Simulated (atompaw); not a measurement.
What one change does to a pseudopotential (Hf, PAW (atompaw))

atompaw 4.2.0.5 input, output lines left out:

```
Hf 72
GGA-PBE scalarrelativistic loggrid 2001 logderivrange -2 5 176
6 6 5 4 0 0
6 1 0
5 2 2
0 0 0
c
c
c
c
c
v
c
c
c
c
v
c
c
v
c
2
3.00 2.40 2.65 2.25
y
0.05
n
y
3.1
n
y
1.15
n
custom rrkj vanderbiltortho besselshape
bessel
3.00
3.00
3.00
3.00
3.00
3.00
```

All-electron outer shells of the reference configuration (PBE, scalar-relativistic, ld1.x):

| shell | level (eV) | outermost node (bohr) | outermost maximum (bohr) |
| --- | --- | --- | --- |
| 5p | -35.57 | 0.60 | 1.16 |
| 4f | -16.83 | – | 0.45 |
| 6s | -5.11 | 1.37 | 2.89 |
| 5d | -2.69 | 0.67 | 1.69 |
| 6p | -1.40 | 1.66 | 4.05 |

Change: augmentation besselshape compensation charge, radius 2.40 bohr; PAW radius 3.00 bohr; waves and projectors: custom polynom vanderbiltortho.

Cutoffs: the cutoffs (Ry, on a coarse ladder) from which the occupation-weighted sum of valence levels, in a spherical-Bessel basis at the reference potential, stays within 10 and 1 mRy of its value at 400 Ry; they do not see the model core or the augmentation charge, which bear on the density cutoff.

**Question.** What does the change do?

**Answer.** The potential gets harder (8 Ry and 12 Ry → 8 Ry and 15 Ry); the range in which the p phases agree narrows (upper end 4.0 → 2.1); the range in which the d phases agree narrows (upper end at the end of the scan → 2.2); neither file shows a bound ghost.

```tsv
quantity	base	changed
cutoff, loose	8 Ry	8 Ry
cutoff, tight	12 Ry	15 Ry
bound ghosts	none	none
s: phases at 3.00 bohr within 0.05 rad from the reference energy up to (Ry; the scan ends near 5)	2.6	2.2
p: phases at 3.00 bohr within 0.05 rad from the reference energy up to (Ry; the scan ends near 5)	4.0	2.1
d: phases at 3.00 bohr within 0.05 rad from the reference energy up to (Ry; the scan ends near 5)	to the end of the scan	2.2
lowest overlap eigenvalue by channel	s 0.40, p 0.76, d 0.18	s 0.30, p 0.28, d 0.93
```

 The cutoffs see the waves, projectors and local potential, not the compensation charge or the core.
